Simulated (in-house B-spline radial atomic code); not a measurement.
Configurations of the titanium ion Ti⁶⁺, with energies counted from [Ne] 3s2 3p4. Method: Dirac-Hartree-Fock, average of configuration, Fermi nucleus of rms radius 3.5921 fm. Calculated with an all-electron radial atomic-structure program (B-spline basis). Energies include first-order Breit, QED and recoil terms.

Occupations are held fixed; configurations that lie above the ionisation limit could autoionise.

```csv
configuration,E - E(ref) (eV),highest orbital,its <r> (bohr)
[Ne] 3s1 3p4 3d1,67.064,3d5/2,0.9977
[Ne] 3s2 3p3 5d1,111.21,5d5/2,4.231
[Ne] 3s2 3p3 5f1,114.59,5f7/2,4.322
[Ne] 3s1 3p4 4d1,120.18,4d5/2,2.435
[Ne] 3s2 3p3 6d1,121.16,6d5/2,6.447
[Ne] 3s2 3p3 6f1,123.01,6f7/2,6.642
[Ne] 3s1 3p4 6f1,151.48,6f7/2,6.635
[Ne] 3s1 3p4 6g1,151.93,6g9/2,6.264
```

Task: Order these further configurations by energy, lowest first.
A. [Ne] 3s2 3p3 4d1
B. [Ne] 3s2 3p3 7d1
C. [Ne] 3s1 3p4 5g1
D. [Ne] 3s1 3p4 7f1
E. [Ne] 3s1 3p4 4f1

Result: A (91.763 eV), B (126.96 eV), E (127.66 eV), C (143.78 eV), D (156.56 eV).

Task: How far above the reference does [Ne] 3s2 3p3 7f1 lie?

Result: 128.08 eV; its least bound orbital is 7f7/2 with <r> = 9.391 bohr.

Task: How far above the reference does [Ne] 3s2 3p3 5g1 lie?

Result: 115.28 eV; its least bound orbital is 5g9/2 with <r> = 3.916 bohr.

Task: How far above the reference does [Ne] 3s2 3p3 4f1 lie?

Result: 99.218 eV; its least bound orbital is 4f7/2 with <r> = 2.438 bohr.
